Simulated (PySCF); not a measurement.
CH₆GaN, SMILES C[NH][GaH2].

Geometry: PBE-D3(BJ)/def2-SVP.

Level of theory: TDA-LC-ωPBE/def2-SVPD in PySCF 2.14.0.

Vertical excitations.  State labels are in the subgroup Cs.

Computed UV-visible absorptions:
| state | symmetry | energy (eV) | λ (nm) | f | main pairs |
|---|---|---|---|---|---|
| S1 | A' | 6.06 | 205 | 0.168 | HOMO→LUMO 94 % |
| S2 | A" | 6.48 | 191 | 0.024 | HOMO→LUMO+1 46 %, HOMO→LUMO+2 36 % |
| S3 | A" | 6.52 | 190 | 0.000 | HOMO−1→LUMO 98 % |
| S4 | A" | 7.34 | 169 | 0.020 | HOMO−2→LUMO 81 % |
| S5 | A" | 7.67 | 162 | 0.045 | HOMO→LUMO+3 49 %, HOMO→LUMO+1 15 %, HOMO−2→LUMO 11 %, HOMO→LUMO+4 9 % |
| S6 | A" | 7.86 | 158 | 0.001 | HOMO→LUMO+4 56 %, HOMO→LUMO+5 17 %, HOMO→LUMO+3 14 % |
| S7 | A" | 8.11 | 153 | 0.061 | HOMO→LUMO+2 30 %, HOMO→LUMO+1 27 %, HOMO→LUMO+4 22 % |
| S8 | A" | 8.31 | 149 | 0.003 | HOMO→LUMO+5 52 %, HOMO→LUMO+3 17 %, HOMO→LUMO+2 10 % |
| S9 | A' | 8.64 | 143 | 0.019 | HOMO→LUMO+6 49 %, HOMO−1→LUMO+1 15 %, HOMO−1→LUMO+2 10 %, HOMO→LUMO+7 8 % |
| S10 | A' | 8.75 | 142 | 0.340 | HOMO−1→LUMO+1 61 %, HOMO→LUMO+6 21 % |
| T1 | A' | 4.64 | 267 | 0 | HOMO→LUMO 92 % |
| T2 | A" | 5.89 | 210 | 0 | HOMO−1→LUMO 96 % |
| T3 | A" | 6.06 | 205 | 0 | HOMO→LUMO+2 40 %, HOMO→LUMO+1 30 %, HOMO→LUMO+3 9 % |
| T4 | A" | 6.78 | 183 | 0 | HOMO−2→LUMO 81 % |
Triplets are in the Tamm–Dancoff approximation.
